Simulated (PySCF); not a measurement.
**Mayer bond orders and bond lengths**

C3H15FSi4.
SMILES with atom numbers: `[F:1][CH2:2][Si:3]([SiH3:4])([SiH3:5])[CH2:6][CH2:7][SiH3:8]` (hydrogens: H9, H10 on C2; H11, H12, H13 on Si4; H14, H15, H16 on Si5; H17, H18 on C6; H19, H20 on C7; H21, H22, H23 on Si8)

Cartesian coordinates in Å at the GFN2-xTB level; atoms count from 1:
```xyz
23
C3H15FSi4 angstrom
F     -3.015   -1.798   -1.237
C     -1.655   -1.628   -1.432
Si    -0.996   -0.350   -0.130
Si    -1.936    1.724   -0.669
Si    -1.398   -1.273    1.981
C      0.897   -0.278   -0.463
C      1.572    0.773    0.415
Si     3.452    0.867    0.138
H     -1.537   -1.299   -2.468
H     -1.208   -2.622   -1.337
H     -1.727    2.682    0.423
H     -1.342    2.335   -1.866
H     -3.379    1.655   -0.902
H     -2.546   -0.633    2.629
H     -1.658   -2.715    1.966
H     -0.253   -1.075    2.880
H      1.358   -1.251   -0.275
H      1.095   -0.045   -1.512
H      1.119    1.747    0.218
H      1.364    0.550    1.464
H      4.043   -0.447    0.403
H      3.709    1.243   -1.254
H      4.034    1.864    1.038
```

Bond orders from the PBE0/pcSseg-1 density (PySCF). The structure is a single GFN2-xTB conformer in the gas phase; no vibrational or solvent corrections. GFN2-xTB frequencies show an imaginary mode (40i cm⁻¹), so this geometry is no minimum at that level.

(1) Where do the orders between heavy atoms depart from those drawn in the SMILES?

(2) Give the Mayer order of every bond, beside its length.

Results:

(1) The largest departure is 0.160, at F1–C2 (drawn single, 0.840). Drawn single, order below 0.88: F1–C2 (0.840).

(2) 
```
   bond  drawn as  length (Å)  Mayer order
  F1–C2    single       1.385        0.840
 C2–Si3    single       1.940        0.908
Si3–Si4    single       2.339        0.909
Si3–Si5    single       2.339        0.884
 Si3–C6    single       1.924        0.889
  C6–C7    single       1.527        1.025
 C7–Si8    single       1.903        0.918
  C2–H9    single       1.093        0.944
 C2–H10    single       1.093        0.944
Si4–H11    single       1.468        0.930
Si4–H12    single       1.470        0.927
Si4–H13    single       1.463        0.943
Si5–H14    single       1.465        0.938
Si5–H15    single       1.466        0.940
Si5–H16    single       1.469        0.930
 C6–H17    single       1.093        0.939
 C6–H18    single       1.093        0.937
 C7–H19    single       1.093        0.935
 C7–H20    single       1.092        0.936
Si8–H21    single       1.465        0.946
Si8–H22    single       1.465        0.946
Si8–H23    single       1.463        0.946
```

Bonds between the same two heavy elements. C–Si: lowest Si3–C6 (0.889, 1.924 Å), highest C7–Si8 (0.918, 1.903 Å). Si–Si: lowest Si3–Si5 (0.884, 2.339 Å), highest Si3–Si4 (0.909, 2.339 Å).

**Question.** Sum the orders of all bonds at each heavy atom with more than one neighbour and set the sums beside the valence in the SMILES.

**Answer.** C2 3.636 (drawn 4), Si3 3.590 (drawn 4), Si4 3.709 (drawn 4), Si5 3.692 (drawn 4), C6 3.790 (drawn 4), C7 3.814 (drawn 4), Si8 3.756 (drawn 4). Orders between atoms that aren't bonded are not in these sums.

For a closed shell the Mayer order of atoms A and B is Σ (PS)μν (PS)νμ over the basis functions μ on A and ν on B, with P the density and S the overlap matrix.

These values come from a run that also computed NMR shieldings. Hardware: one thread, Arm Neoverse N1 (aarch64), shared host with 64 logical CPUs at a one-minute load of 51. Cost: 1.9 min wall (grids of density and orbitals included), 1.1 GiB resident at most.
